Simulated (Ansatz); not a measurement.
Reaction (cleavage of the Si–Si bond): `O[SiH](O)[SiH2]Cl` + `[NH2][GeH2][OH]` → `[OH][GeH2][NH][SiH](O)O` + `[SiH3]Cl`

Calculated with Ansatz (gas phase, PBE0-D4/def2-TZVP geometries, no zero-point term in ΔE). CCSD(T)/CBS is the MP2 limit (def2-TZVPP, def2-QZVPP) plus CCSD(T) − MP2 in def2-TZVPP, frozen cores. This one scheme is used for every species. For Ge outer-core shells are correlated without core-valence functions, which leaves a few kJ/mol of doubt a bond. Scalar relativity is left out up to krypton. Each species was taken in one conformer, which may not be the lowest.

| species | HF/def2-TZVPP energy (Eh) |
| --- | --- |
| `O[SiH](O)[SiH2]Cl` | -1190.26360 |
| `[NH2][GeH2][OH]` | -2207.68602 |
| `[OH][GeH2][NH][SiH](O)O` | -2647.74758 |
| `[SiH3]Cl` | -750.24823 |

**Question.** Work out ΔE.

**Answer.** ΔE = (-2647.74758) + (-750.24823) − (-1190.26360) − (-2207.68602) = -0.04619 Eh = -121.3 kJ/mol. CCSD(T)/CBS gives -118.4 kJ/mol.

Largest T1 diagnostic among the species: 0.012.

From PBE to PBE0 (25 % exact exchange), in def2-TZVPP and without D4, ΔE moves by −7.4 kJ/mol. The D4 term adds −5.2 kJ/mol with B3LYP and −2.7 kJ/mol with PBE0; it sums over pairs of atoms, weighted by their polarisabilities, and B3LYP, whose exchange is more repulsive, gets the larger term.

B3LYP here is the variant with VWN-RPA as its local correlation; programs differ in this.
